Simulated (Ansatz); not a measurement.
`O[SiH](O)CF` → C• + F• + 5 H• + 2 O• + Si•  (atomization)

Isolated molecules relaxed with PBE0-D4/def2-TZVP in Ansatz; ΔE leaves out vibrations. CCSD(T)/CBS adds triple-zeta CCSD(T) − MP2 to the extrapolated MP2 energy (def2 sets, frozen cores). This one scheme is used for every species, atoms too. DFT in def2-TZVPP. B3LYP here is the variant with VWN-RPA as its local correlation; programs differ in this. No spin–orbit coupling; open shells (•) take unrestricted orbitals. Spin–orbit coupling would lower the free atoms: a little for C, F, O, Si. One conformer a species, not always the lowest.

`O[SiH](O)CF`:

Cartesian coordinates in Å:
```
O 1.755 -0.150 0.246
Si 0.200 -0.670 0.220
O -0.017 -1.685 -1.042
C -0.887 0.871 0.069
F -0.389 1.846 0.945
H 1.904 0.716 0.631
H -0.159 -1.451 1.424
H 0.390 -1.453 -1.878
H -1.935 0.687 0.328
H -0.862 1.289 -0.944
```

```csv
level,ΔE (kcal/mol),difference from CCSD(T)/CBS
PBE-D4,923.9,8.9
r2SCAN-D4,911.3,-3.7
PBE0-D4,902.3,-12.7
B3LYP-D4,906.5,-8.5
ωB97X-V,912.6,-2.4
ωB97M-V,913.5,-1.5
B2PLYP,900.3,-14.7
PBE,919.7,4.7
r2SCAN,910.3,-4.7
PBE0,898.8,-16.2
B3LYP,899.8,-15.2
HF/def2-TZVPP,648.8,-266.2
MP2/def2-TZVPP,910.0,-5.0
SCS-MP2/def2-TZVPP,902.0,-13.0
CCSD/def2-TZVPP,873.8,-41.2
CCSD(T)/def2-TZVPP,887.3,-27.7
HF/def2-QZVPP,650.8,-264.2
MP2/def2-QZVPP,926.6,11.6
SCS-MP2/def2-QZVPP,920.2,5.2
HF/CBS(def2),651.1,-263.9
MP2/CBS(def2),937.7,22.7
CCSD/CBS(def2),901.5,-13.5
CCSD(T)/CBS,915.0,0
```

Largest T1 diagnostic among the species: 0.012.

In def2-TZVPP, CCSD(T) changes the Hartree–Fock value by +238.6 kcal/mol (the triples alone add +13.5 kcal/mol) and MP2 by +261.3 kcal/mol; breaking electron pairs costs correlation energy, which Hartree–Fock lacks. From PBE to PBE0 (25 % exact exchange), in def2-TZVPP and without D4, ΔE moves by −21.0 kcal/mol: exact exchange takes away binding that semilocal exchange gives to molecules. The D4 term adds +6.7 kcal/mol with B3LYP and +3.5 kcal/mol with PBE0; it sums over pairs of atoms, weighted by their polarisabilities, and B3LYP, whose exchange is more repulsive, gets the larger term.

For atomizations the MP2-based limit and the directly extrapolated one differ by several kJ/mol either way, and by 10 to 25 for some Ge, Se and Sn compounds, so smaller differences from it don't rank the levels.
